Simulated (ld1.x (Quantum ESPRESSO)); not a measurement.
PBE TM dataset for Lu, scalar-relativistic all-electron reference.

The input file (ld1.x (Quantum ESPRESSO) 7.5):

```
&input
   title='Lu', zed=71., rel=1, dft='PBE', iswitch=3,
   config='[Xe] 4f14 5d1 6s2 6p0',
   nld=4, rlderiv=2.55, eminld=-6.0, emaxld=5.0, deld=0.02
 /
 &inputp
   pseudotype=2, tm=.true., lloc=0,
   nlcc=.true., rcore=0.85,
   file_pseudopw='Lu.UPF', file_wfcaegen='ae.wfc', file_wfcncgen='nc.wfc', file_beta='beta', file_chi='chi'
 /
4
5P  2  1   6.00   0.00  2.35  2.35  0.0
5D  3  2   1.00   0.00  1.80  1.80  0.0
4F  4  3  14.00   0.00  0.85  0.85  0.0
5S  1  0   2.00   0.00  1.20  1.20  0.0
 &test
   configts(1)='4f14 5s2 5p6 5d1 6s2 6p0'
 /
```

Command:

```bash
ld1.x < Lu.in > Lu.out
```

The program printed (shortened: banner, matrices, multipoles, cross overlaps and the repeated all-electron block are left out):

```
Program LD1 v.7.5
     --------------------------- All-electron run ----------------------------

     Lu
     scalar relativistic calculation

     atomic number is 71.00
     dft =PBE   lsd =0 sic =0 latt =0  beta=0.20 tr2=1.0E-14
     Exchange-correlation= PBE
                           (   1   4   3   4   0   0   0)
     mesh =1271 r(mesh) = 100.71756 a.u. xmin = -7.00 dx = 0.01250
     1 Ry =  13.60569312 eV, c = 137.03599908

     n l     nl                  e(Ry)          e(Ha)          e(eV)
     1 0     1S 1( 2.00)     -4648.5360     -2324.2680    -63246.5547
     2 0     2S 1( 2.00)      -791.2845      -395.6422    -10765.9736
     2 1     2P 1( 6.00)      -696.0548      -348.0274     -9470.3078
     3 0     3S 1( 2.00)      -179.3236       -89.6618     -2439.8215
     3 1     3P 1( 6.00)      -150.7516       -75.3758     -2051.0794
     4 0     4S 1( 2.00)       -35.6988       -17.8494      -485.7065
     4 1     4P 1( 6.00)       -26.3256       -13.1628      -358.1779
     3 2     3D 1(10.00)      -116.4756       -58.2378     -1584.7315
     5 0     5S 1( 2.00)        -4.4877        -2.2439       -61.0585
     5 1     5P 1( 6.00)        -2.3270        -1.1635       -31.6611
     4 2     4D 1(10.00)       -14.1055        -7.0527      -191.9148
     4 3     4F 1(14.00)        -0.7073        -0.3537        -9.6238
     5 2     5D 1( 1.00)        -0.1286        -0.0643        -1.7493
     6 0     6S 1( 2.00)        -0.3424        -0.1712        -4.6591
     6 1     6P 1( 0.00)        -0.0988        -0.0494        -1.3448

     final scf error:  8.2E-15 reached in  37 iterations

     Etot =  -29126.697659 Ry,  -14563.348830 Ha, -396288.910041 eV

     Ekin =   31830.985536 Ry,   15915.492768 Ha,  433082.621009 eV
     Encl =  -71781.075823 Ry,  -35890.537911 Ha, -976631.289684 eV
     Eh   =   11423.681959 Ry,    5711.840979 Ha,  155427.111063 eV
     Exc  =    -600.289331 Ry,    -300.144666 Ha,   -8167.352428 eV

     normalization and overlap integrals

     s(1S/1S) =  1.000000  <r> =   0.0193  <r2> =    0.0005  r(max) =   0.0121
     s(2S/2S) =  1.000000  <r> =   0.0818  <r2> =    0.0079  r(max) =   0.0689
     s(2P/2P) =  1.000000  <r> =   0.0729  <r2> =    0.0065  r(max) =   0.0564
     s(3S/3S) =  1.000000  <r> =   0.2126  <r2> =    0.0517  r(max) =   0.1969
     s(3P/3P) =  1.000000  <r> =   0.2123  <r2> =    0.0523  r(max) =   0.1920
     s(4S/4S) =  1.000000  <r> =   0.4779  <r2> =    0.2579  r(max) =   0.4437
     s(4P/4P) =  1.000000  <r> =   0.5078  <r2> =    0.2935  r(max) =   0.4664
     s(3D/3D) =  1.000000  <r> =   0.1925  <r2> =    0.0434  r(max) =   0.1572
     s(5S/5S) =  1.000000  <r> =   1.1711  <r2> =    1.5453  r(max) =   1.0380
     s(5P/5P) =  1.000000  <r> =   1.3946  <r2> =    2.2180  r(max) =   1.1910
     s(4D/4D) =  1.000000  <r> =   0.5475  <r2> =    0.3481  r(max) =   0.4782
     s(4F/4F) =  1.000000  <r> =   0.7246  <r2> =    0.7011  r(max) =   0.4664
     s(5D/5D) =  1.000000  <r> =   2.9304  <r2> =   11.0633  r(max) =   1.8447
     s(6S/6S) =  1.000000  <r> =   3.6444  <r2> =   15.1664  r(max) =   3.0797
     s(6P/6P) =  1.000000  <r> =   5.3952  <r2> =   33.9240  r(max) =   4.2623

     ------------------------ End of All-electron run ------------------------

     --------------------- Generating NC pseudopotential ---------------------

      Generating local pot.: lloc=0, matching radius rcloc =   1.2000

      Computing core charge for nlcc:

       r > 0.86 : true rho core
       r < 0.86 : rho core = a sin(br)/r    a=  21.72  b=   3.17

      Integrated core pseudo-charge :   9.27

      Wfc   5P  rcut= 2.369  Using Troullier-Martins method

      Wfc   5D  rcut= 1.799  Using Troullier-Martins method

      Wfc   4F  rcut= 0.850  Using Troullier-Martins method

     ------------------- End of pseudopotential generation -------------------

     Computing logarithmic derivative in   2.53727
     Computing logarithmic derivative in   2.53727
     Computing the partial wave expansion
       no projector for channel:   0
     R is outside the sphere for l=    1 j= 0.00
     R is outside the sphere for l=    2 j= 0.00
     R is outside the sphere for l=    3 j= 0.00

     ---------------------- Testing the pseudopotential ----------------------

     Lu
     scalar relativistic calculation

     atomic number is 71.00   valence charge is 25.00
     dft =PBE   lsd =0 sic =0 latt =0  beta=0.20 tr2=1.0E-14
     mesh =1271 r(mesh) = 100.71756 xmin = -7.00 dx = 0.01250

     n l     nl             e AE (Ry)        e PS (Ry)    De AE-PS (Ry)
     4 3     4F   1(14.00)       -0.70733       -0.70720       -0.00013
     1 0     5S   1( 2.00)       -4.48772       -4.48778        0.00007
     2 1     5P   1( 6.00)       -2.32704       -2.32704       -0.00000
     3 2     5D   1( 1.00)       -0.12857       -0.12856       -0.00001
     2 0     6S   1( 2.00)       -0.34244       -0.34601        0.00358
     3 1     6P   1( 0.00)       -0.09884       -0.10067        0.00183

     eps = 8.2E-15  iter = 20

     Etot =  -29126.697659 Ry,  -14563.348830 Ha, -396288.910041 eV
     Etotps =  -563.586276 Ry,    -281.793138 Ha,   -7667.981925 eV

     Ekin =     706.043703 Ry,     353.021852 Ha,    9606.213956 eV
     Encl =   -1027.524931 Ry,    -513.762465 Ha,  -13980.188886 eV
     Ehrt =     523.806913 Ry,     261.903457 Ha,    7126.756116 eV
     Ecxc =     -74.866550 Ry,     -37.433275 Ha,   -1018.611299 eV
     (Ecc =     -16.205181 Ry,      -8.102591 Ha,    -220.482724 eV)
     Epseu=    -691.045412 Ry,    -345.522706 Ha,   -9402.151813 eV

     ---------------------- End of pseudopotential test ----------------------
```

ld1.x takes every shell without a wave as core, so the model core holds the 6s electrons as well and exchange and correlation see them twice. This cancels in the reference configuration, but the file is broken for other ones, and its errors say nothing about a proper core correction.

Generation and configuration tests took about 2.8 s on one core of a shared server CPU.

Transferability test of the new file with ld1.x, input:

```
&input
   title='Lu', zed=71., rel=1, dft='PBE', iswitch=2,
   config='[Xe] 4f14 5d1 6s2 6p0'
 /
 &test
   file_pseudo='Lu.UPF', nconf=8,
   configts(1)='4f14 5s2 5p6 5d1 6s2 6p0',
   configts(2)='4f14 5s2 5p6 5d1 6s1 6p0',
   configts(3)='4f14 5s2 5p6 5d1 6s0 6p0',
   configts(4)='4f14 5s2 5p6 5d0 6s0 6p0',
   configts(5)='4f14 5s2 5p6 5d1.5 6s1.5 6p0',
   configts(6)='4f14 5s2 5p6 5d1 6s1 6p1',
   configts(7)='4f13 5s2 5p6 5d1 6s2 6p0',
   configts(8)='4f14 5s2 5p6 5d2 6s0 6p0'
 /
```

```bash
ld1.x < Lu.test.in > Lu.test.out
```

Pseudopotential blocks of its output, shortened (energy terms left out; the distinct warnings before each block abridged to one line each):

```
     ---------------------- Testing the pseudopotential ----------------------

     n l     nl             e AE (Ry)        e PS (Ry)    De AE-PS (Ry)
     4 3     4F   1(14.00)       -0.70733       -0.70720       -0.00013
     1 0     5S   1( 2.00)       -4.48772       -4.48778        0.00007
     2 1     5P   1( 6.00)       -2.32704       -2.32704       -0.00000
     3 2     5D   1( 1.00)       -0.12857       -0.12856       -0.00001
     2 0     6S   1( 2.00)       -0.34244       -0.34601        0.00358
     3 1     6P   1( 0.00)       -0.09884       -0.10067        0.00183

     eps = 7.6E-15  iter = 17

     Etot =  -29126.697659 Ry,  -14563.348830 Ha, -396288.910041 eV
     Etotps =  -563.586274 Ry,    -281.793137 Ha,   -7667.981890 eV

     ---------------------- End of pseudopotential test ----------------------

          BEWARE! Errors in PS-KS equations
     ---------------------- Testing the pseudopotential ----------------------

     n l     nl             e AE (Ry)        e PS (Ry)    De AE-PS (Ry)
     4 3     4F   1(14.00)       -1.20018       -1.21319        0.01301  !
     1 0     5S   1( 2.00)       -4.98116       -4.99330        0.01214  !
     2 1     5P   1( 6.00)       -2.82057       -2.83217        0.01160  !
     3 2     5D   1( 1.00)       -0.57837       -0.59346        0.01509  !
     2 0     6S   1( 1.00)       -0.75043       -0.77601        0.02558  !
     3 1     6P   1( 0.00)       -0.44222       -0.46894        0.02672  !

     eps = 8.4E-15  iter = 12

     Etot =  -29126.156336 Ry,  -14563.078168 Ha, -396281.544964 eV
     Etotps =  -563.030913 Ry,    -281.515457 Ha,   -7660.425826 eV
     dEtot_ae =       0.541323 Ry
     dEtot_ps =       0.555360 Ry,   Delta E=      -0.014037 Ry

     ---------------------- End of pseudopotential test ----------------------

          ---------------------- Testing the pseudopotential ----------------------

     n l     nl             e AE (Ry)        e PS (Ry)    De AE-PS (Ry)
     4 3     4F   1(14.00)       -1.78679       -1.80955        0.02276  !
     1 0     5S   1( 2.00)       -5.56918       -5.58983        0.02065  !
     2 1     5P   1( 6.00)       -3.40536       -3.42568        0.02032  !
     3 2     5D   1( 1.00)       -1.10711       -1.13565        0.02854  !
     2 0     6S   1( 0.00)       -1.21097       -1.25987        0.04890  !
     3 1     6P   1( 0.00)       -0.83773       -0.89668        0.05895  !

     eps = 4.6E-15  iter = 17

     Etot =  -29125.180370 Ry,  -14562.590185 Ha, -396268.266269 eV
     Etotps =  -562.016544 Ry,    -281.008272 Ha,   -7646.624633 eV
     dEtot_ae =       1.517289 Ry
     dEtot_ps =       1.569729 Ry,   Delta E=      -0.052440 Ry

     ---------------------- End of pseudopotential test ----------------------

          ---------------------- Testing the pseudopotential ----------------------

     n l     nl             e AE (Ry)        e PS (Ry)    De AE-PS (Ry)
     4 3     4F   1(14.00)       -2.66105       -2.67172        0.01067  !
     1 0     5S   1( 2.00)       -6.44622       -6.46285        0.01663  !
     2 1     5P   1( 6.00)       -4.26010       -4.27722        0.01712  !
     3 2     5D   1( 0.00)       -1.84397       -1.87397        0.03000  !
     2 0     6S   1( 0.00)       -1.80314       -1.87051        0.06737  !
     3 1     6P   1( 0.00)       -1.33444       -1.43355        0.09910  !

     eps = 1.2E-15  iter = 11

     Etot =  -29123.713530 Ry,  -14561.856765 Ha, -396248.308891 eV
     Etotps =  -560.520628 Ry,    -280.260314 Ha,   -7626.271648 eV
     dEtot_ae =       2.984129 Ry
     dEtot_ps =       3.065646 Ry,   Delta E=      -0.081517 Ry

     ---------------------- End of pseudopotential test ----------------------

          ---------------------- Testing the pseudopotential ----------------------

     n l     nl             e AE (Ry)        e PS (Ry)    De AE-PS (Ry)
     4 3     4F   1(14.00)       -0.66805       -0.67106        0.00300
     1 0     5S   1( 2.00)       -4.44652       -4.44766        0.00114
     2 1     5P   1( 6.00)       -2.28935       -2.29044        0.00109
     3 2     5D   1( 1.50)       -0.11073       -0.11201        0.00128
     2 0     6S   1( 1.50)       -0.33227       -0.33781        0.00555  !
     3 1     6P   1( 0.00)       -0.09651       -0.09925        0.00274

     eps = 2.1E-15  iter = 23

     Etot =  -29126.588831 Ry,  -14563.294415 Ha, -396287.429350 eV
     Etotps =  -563.475360 Ry,    -281.737680 Ha,   -7666.472828 eV
     dEtot_ae =       0.108829 Ry
     dEtot_ps =       0.110914 Ry,   Delta E=      -0.002085 Ry

     ---------------------- End of pseudopotential test ----------------------

          ---------------------- Testing the pseudopotential ----------------------

     n l     nl             e AE (Ry)        e PS (Ry)    De AE-PS (Ry)
     4 3     4F   1(14.00)       -0.81398       -0.80903       -0.00495
     1 0     5S   1( 2.00)       -4.59557       -4.59051       -0.00506  !
     2 1     5P   1( 6.00)       -2.43415       -2.42914       -0.00500  !
     3 2     5D   1( 1.00)       -0.20902       -0.20666       -0.00236
     2 0     6S   1( 1.00)       -0.40451       -0.40763        0.00312
     3 1     6P   1( 1.00)       -0.14565       -0.14380       -0.00185

     eps = 3.1E-15  iter = 16

     Etot =  -29126.446353 Ry,  -14563.223176 Ha, -396285.490839 eV
     Etotps =  -563.331528 Ry,    -281.665764 Ha,   -7664.515901 eV
     dEtot_ae =       0.251307 Ry
     dEtot_ps =       0.254746 Ry,   Delta E=      -0.003439 Ry

     ---------------------- End of pseudopotential test ----------------------

          Warning: n=4, l=3 expected 0 nodes, found 1
     ---------------------- Testing the pseudopotential ----------------------

     n l     nl             e AE (Ry)        e PS (Ry)    De AE-PS (Ry)
     4 3     4F   1(13.00)       -1.91673       -1.95041        0.03368  !
     1 0     5S   1( 2.00)       -5.47270       -5.46442       -0.00828  !
     2 1     5P   1( 6.00)       -3.23266       -3.23978        0.00712  !
     3 2     5D   1( 1.00)       -0.79252       -0.78964       -0.00289
     2 0     6S   1( 2.00)       -0.86047       -0.87475        0.01429  !
     3 1     6P   1( 0.00)       -0.50574       -0.52396        0.01822  !

     eps = 5.2E-15  iter = 21

     Etot =  -29125.408616 Ry,  -14562.704308 Ha, -396271.371706 eV
     Etotps =  -562.284433 Ry,    -281.142217 Ha,   -7650.269450 eV
     dEtot_ae =       1.289044 Ry
     dEtot_ps =       1.301840 Ry,   Delta E=      -0.012797 Ry

     ---------------------- End of pseudopotential test ----------------------

          ---------------------- Testing the pseudopotential ----------------------

     n l     nl             e AE (Ry)        e PS (Ry)    De AE-PS (Ry)
     4 3     4F   1(14.00)       -1.07155       -1.09831        0.02676  !
     1 0     5S   1( 2.00)       -4.84799       -4.86888        0.02089  !
     2 1     5P   1( 6.00)       -2.69642       -2.71667        0.02025  !
     3 2     5D   1( 2.00)       -0.50032       -0.52412        0.02380  !
     2 0     6S   1( 0.00)       -0.69895       -0.73385        0.03490  !
     3 1     6P   1( 0.00)       -0.40959       -0.44432        0.03473  !

     eps = 6.8E-15  iter = 18

     Etot =  -29125.970615 Ry,  -14562.985308 Ha, -396279.018100 eV
     Etotps =  -562.834000 Ry,    -281.417000 Ha,   -7657.746677 eV
     dEtot_ae =       0.727044 Ry
     dEtot_ps =       0.752274 Ry,   Delta E=      -0.025230 Ry

     ---------------------- End of pseudopotential test ----------------------
```
